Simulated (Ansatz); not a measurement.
In2Te3 was relaxed with r2SCAN-D4 (def2-SVP) in Ansatz in these states: neutral quintet, neutral singlet, neutral triplet. The geometries follow in no particular order.

In the def2 sets In, Te take a core potential; there is no spin–orbit coupling.

A:

```xyz
5

In    1.623    1.040    0.857
In   -0.731   -0.701   -1.850
Te   -0.969    2.006   -0.448
Te   -1.135   -0.431    1.264
Te    1.212   -1.913    0.177
```

B:

```xyz
5

In   -1.797   -1.027    0.643
In    1.796    1.027   -0.644
Te    0.087   -1.191   -1.660
Te    0.944   -0.574    1.719
Te   -1.030    1.765   -0.058
```

C:

```xyz
5

In   -1.919   -0.470   -1.419
In    2.373    0.482    0.233
Te    0.469   -2.007   -0.063
Te   -0.603   -0.015    1.575
Te   -0.320    2.011   -0.326
```

Problem. Judge from the bond lengths which geometry belongs to which state (an estimate).

Solution. A is the neutral triplet (Te4–Te5 2.982 Å, Te3–Te4 2.982 Å, In1–Te4 3.152 Å); B is the neutral quintet (Te4–Te5 3.540 Å, Te3–Te4 3.540 Å, In1–Te4 2.979 Å); C is the neutral singlet (Te4–Te5 2.792 Å, Te3–Te4 2.792 Å, In1–Te4 3.302 Å).

At PBE0-D4/def2-TZVP a singlet lies 1.14 eV below the neutral triplet. At PBE0-D4/def2-TZVP a singlet lies 1.71 eV below the neutral quintet. These are the stationary points nearest to one start from a short search; other shapes may lie lower in each state.
